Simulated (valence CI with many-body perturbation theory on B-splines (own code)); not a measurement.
Results of a calculation; reference values are marked as such.
## Level structure of Tl³²⁺

Method: configuration interaction combined with many-body perturbation theory (CI+MBPT): three valence electrons over a frozen Dirac-Fock core [Kr] 4d10, a basis of 8 s, 8 p, 9 d, 9 f, 6 g, 3 h, 2 i functions for each j, with the one-electron correlation potential Σ1 (screened to all orders), the two-electron term Σ2, the three-electron term Σ3, Breit, model QED; selected single and double excitations, second order for the rest (own B-spline code, finite nucleus).

The last digits are not significant, and no measured levels were compared; by estimate large intervals hold to a few tenths of a per cent, small ones and those within an open d or f shell to about a per cent. Core correlation moves these levels by up to 7300 cm⁻¹, and in measured spectra 5 to 20 % of such shifts remained as error; rates that hang on mixing are uncertain with them. The list stops below the first excitations out of the core.

Levels 1 to 41 of 41, with energies above the lowest level, (4f5/2^3) J=9/2. "Leading %" is the weight of the configuration and term that name the level; weights of strongly mixed levels are sums over their largest components and can fall short. In the jj column 3d3/2^4 stands for four electrons in 3d with j = 3/2.

```
No.  Configuration  Term     J  E (cm⁻¹)  Leading %             Leading jj      g  Second component
  1            4f3   4I°   9/2         0         74         4f5/2^3 (90 %)  0.778      23 % 4f3 2H°
  2            4f3   4I°  11/2     41752         92   4f5/2^2 4f7/2 (96 %)  0.971       8 % 4f3 2H°
  3            4f3   4F°   3/2     43709         49         4f5/2^3 (89 %)  0.707      34 % 4f3 2D°
  4            4f3   4G°   5/2     67060         44         4f5/2^3 (75 %)  0.809      27 % 4f3 4F°
  5            4f3   2G°   9/2     68773         35   4f5/2^2 4f7/2 (89 %)  1.007      27 % 4f3 2H°
  6            4f3   4I°  13/2     70944         77   4f5/2^2 4f7/2 (60 %)  1.067      20 % 4f3 2K°
  7            4f3   4F°   5/2     82709         55   4f5/2^2 4f7/2 (89 %)  0.891      33 % 4f3 4G°
  8            4f3   4S°   3/2     83442         49   4f5/2^2 4f7/2 (94 %)  1.441      26 % 4f3 2P°
  9            4f3   2G°   7/2     84604         50   4f5/2^2 4f7/2 (96 %)  1.028      37 % 4f3 4F°
 10            4f3   4I°  15/2     92573         52   4f5/2^2 4f7/2 (57 %)  1.117      36 % 4f3 2K°
 11            4f3   4G°   7/2    100190         68   4f5/2^2 4f7/2 (88 %)  1.054      24 % 4f3 4F°
 12            4f3   2K°  13/2    113960         72   4f5/2 4f7/2^2 (63 %)  0.977      23 % 4f3 4I°
 13            4f3   2H°  11/2    114660         50   4f5/2^2 4f7/2 (62 %)  1.097      27 % 4f3 4G°
 14            4f3   4F°   9/2    116120         51   4f5/2 4f7/2^2 (66 %)  1.165      24 % 4f3 2H°
 15            4f3   2P°   1/2    118280         50   4f5/2^2 4f7/2 (95 %)  0.328      50 % 4f3 4D°
 16            4f3   4D°   3/2    118320         36   4f5/2^2 4f7/2 (70 %)  1.112      30 % 4f3 2D°
 17            4f3   4D°   5/2    122520         41   4f5/2^2 4f7/2 (87 %)  1.165      38 % 4f3 2D°
 18            4f3   4G°   9/2    131350         64   4f5/2 4f7/2^2 (76 %)  1.090      27 % 4f3 2H°
 19            4f3   2G°   7/2    132430         48   4f5/2 4f7/2^2 (95 %)  1.032      37 % 4f3 4F°
 20            4f3   2L°  15/2    133350         54   4f5/2^2 4f7/2 (41 %)  1.044      37 % 4f3 4I°
 21            4f3   2H°  11/2    139980         72   4f5/2 4f7/2^2 (54 %)  1.042      24 % 4f3 2I°
 22            4f3   2D°   3/2    143950         38   4f5/2 4f7/2^2 (76 %)  1.177      20 % 4f3 4S°
 23            4f3   2D°   5/2    153120         75   4f5/2 4f7/2^2 (92 %)  1.187      14 % 4f3 4F°
 24            4f3   4G°  11/2    161240         54   4f5/2 4f7/2^2 (86 %)  1.127      35 % 4f3 2I°
 25            4f3   2H°   9/2    162000         59   4f5/2 4f7/2^2 (63 %)  1.031      18 % 4f3 4F°
 26            4f3   4D°   1/2    165580         50   4f5/2 4f7/2^2 (95 %)  0.327      50 % 4f3 2P°
 27            4f3   4D°   7/2    170130         86   4f5/2 4f7/2^2 (64 %)  1.378       9 % 4f3 2F°
 28            4f3   2I°  13/2    172190         92   4f5/2 4f7/2^2 (96 %)  1.061       8 % 4f3 2K°
 29            4f3   2D°   3/2    175880         47   4f5/2 4f7/2^2 (86 %)  1.022      30 % 4f3 4D°
 30            4f3   2L°  17/2    177290        100  4f5/2 4f7/2^2 (100 %)  1.055                  
 31            4f3   2K°  15/2    183720         54         4f7/2^3 (67 %)  1.034      35 % 4f3 2L°
 32            4f3   2G°   9/2    187040         51         4f7/2^3 (78 %)  1.092      25 % 4f3 2H°
 33            4f3   2F°   5/2    188330         52   4f5/2 4f7/2^2 (94 %)  1.020      33 % 4f3 4D°
 34            4f3   2D°   3/2    211010         51         4f7/2^3 (88 %)  1.051      30 % 4f3 2P°
 35            4f3   2H°  11/2    213840         59         4f7/2^3 (80 %)  1.086      21 % 4f3 2I°
 36            4f3   2F°   7/2    220600         81   4f5/2 4f7/2^2 (62 %)  1.134       8 % 4f3 2G°
 37            4f3   2G°   7/2    227610         77   4f5/2 4f7/2^2 (48 %)  0.948      19 % 4f3 2F°
 38            4f3   2G°   9/2    227740         84   4f5/2 4f7/2^2 (78 %)  1.082      14 % 4f3 2H°
 39            4f3   2D°   5/2    232890         60         4f7/2^3 (76 %)  1.124      23 % 4f3 2F°
 40            4f3   2F°   7/2    308350         81         4f7/2^3 (62 %)  1.114      14 % 4f3 2G°
 41            4f3   2F°   5/2    313290         98   4f5/2 4f7/2^2 (79 %)  0.861
```

Where two levels of one J and parity lie close, their mixing, g and order are uncertain.

The ionisation energy to 4f2 3H_4 of the next ion comes out as 1215.9 eV (NIST: 1230 ± 60 eV (theoretical)). All 41 levels together are meant to be complete up to 1560200 cm⁻¹.
